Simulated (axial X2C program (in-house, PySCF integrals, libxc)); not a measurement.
Ω levels of NPrO⁻ from open-shell CI on f(δφ)0 s1 f(π)0

Computed with an axial X2C code built on PySCF integrals: two-component X2C with atomic mean-field Coulomb and Gaunt terms, basis N dyall-v2z, Pr dyall-v2z, O dyall-v2z (cores contracted in-house). Orbitals come from Hartree–Fock averaged over the configuration Pr f(δφ)0 s1 f(π)0; CI then distributes these electrons over the f(δφ), s, f(π) shells of Pr.

N–Pr–O held linear, bonds 1.666 and 1.720 Å (the second held) (near the minimum of the configuration average).

Active spinors (ω > 0):

| shell | ω | ε (eV) | character |
| --- | --- | --- | --- |
| f(δφ) | 5/2 | 11.42 | 100% Pr f |
| f(δφ) | 3/2 | 11.52 | 99% Pr f |
| f(δφ) | 7/2 | 11.56 | 100% Pr f |
| f(δφ) | 5/2 | 11.64 | 99% Pr f |
| s | 1/2 | 2.39 | 85% Pr s, 9% Pr d |
| f(π) | 1/2 | 13.69 | 82% Pr f, 6% Pr d, 4% N p |
| f(π) | 3/2 | 13.70 | 87% Pr f, 7% Pr d |

Lowest levels of this model:

| Ω | energy (cm⁻¹) | g∥ | configuration |
| --- | --- | --- | --- |
| 1/2 | 0 | 2.00 | 100% s1 |

g∥ is the magnitude of 2⟨Lz + ge Sz⟩ for the +Ω component.

(1) From Ω and g∥ of the lowest level, whose 2⟨Lz + ge Sz⟩ is positive, find ⟨Sz⟩ and ⟨Lz⟩ (ge = 2.0023).

Occupations of the active spinors in the lowest level by ω, shell by shell in order of energy: -7/2: 0.00; -5/2: 0.00 0.00; -3/2: 0.00 0.00; -1/2: 0.00 0.00; 1/2: 1.00 0.00; 3/2: 0.00 0.00; 5/2: 0.00 0.00; 7/2: 0.00. The leading determinant has weight 1.00 among 2.

This point took 1.4 s on 1 thread of Arm Neoverse V1 (shared host).

There is no dynamic correlation: spin–orbit spacings and, for f shells, spacings inside one term are the most reliable numbers, splittings between terms come out too wide, and energies between configurations are not reliable, so the lowest level need not be the ground state of the molecule. At most 6 roots were kept for each Ω > 0 (twice that for Ω = 0) within 3.5 eV of the lowest, so higher up levels can be missing between those listed; levels with Ω > 0 are doubly degenerate and listed once, Ω = 0 levels singly. States that fill the shells left empty in the average are placed too high. For an anion, levels above electron detachment are held by the basis set. The molecule was held linear; bending was not examined.

Answers

(1) Ω = ⟨Lz⟩ + ⟨Sz⟩ = 1/2 and ⟨Lz⟩ + ge⟨Sz⟩ = 1.000, so ⟨Sz⟩ = 0.50 and ⟨Lz⟩ = 0.00.
